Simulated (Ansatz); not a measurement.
fac-ScBr3(H2O)3 (ScBr3O3H6). Total charge 0; singlet. Geometry PBE0-D4/def2-SVP.

```xyz
13

Br    1.949   -2.073    0.067
Br   -0.272   -0.230   -2.824
Br    2.010    1.997   -0.270
O    -1.138    1.491   -0.275
O     0.478    0.139    1.829
O    -1.188   -1.477   -0.036
Sc    0.511   -0.042   -0.420
H    -1.512    1.479   -1.172
H    -0.637    2.322   -0.225
H     1.032    0.922    1.982
H     1.029   -0.614    2.101
H    -0.719   -2.302    0.174
H    -1.543   -1.613   -0.931
```

Another isomer (singlet) lies 0.05 eV lower at PBE0-D4/def2-TZVP; other spin states weren't run for this one.

(1) Estimate the orbital energies around the gap (eV) in Ansatz with PBE-D4/def2-SVP, PBE-D4/def2-TZVP, r2SCAN-D4/def2-TZVP, r2SCANh-D4/def2-TZVP, PBE0-D4/def2-TZVP.

## Answers

(1) 
```
orbital  PBE-D4/def2-SVP  PBE-D4/def2-TZVP  r2SCAN-D4/def2-TZVP  r2SCANh-D4/def2-TZVP  PBE0-D4/def2-TZVP
 HOMO−9            -9.37             -9.68               -10.19                -10.91             -11.66
 HOMO−8            -7.45             -7.71                -8.07                 -8.57              -9.09
 HOMO−7            -7.38             -7.63                -7.98                 -8.46              -8.95
 HOMO−6            -7.38             -7.63                -7.98                 -8.46              -8.95
 HOMO−5            -6.96             -7.25                -7.58                 -8.04              -8.52
 HOMO−4            -6.96             -7.25                -7.58                 -8.04              -8.52
 HOMO−3            -6.92             -7.21                -7.54                 -8.00              -8.48
 HOMO−2            -6.55             -6.84                -7.16                 -7.61              -8.08
 HOMO−1            -6.55             -6.84                -7.16                 -7.61              -8.08
   HOMO            -6.43             -6.71                -7.03                 -7.48              -7.93
   LUMO            -2.57             -2.80                -2.70                 -2.31              -1.79
 LUMO+1            -2.57             -2.80                -2.70                 -2.31              -1.79
 LUMO+2            -2.54             -2.76                -2.66                 -2.27              -1.74
 LUMO+3            -1.10             -1.35                -1.21                 -0.84              -0.44
 LUMO+4            -1.08             -1.35                -1.21                 -0.84              -0.37
 LUMO+5            -1.08             -1.24                -0.71                 -0.48              -0.37
```
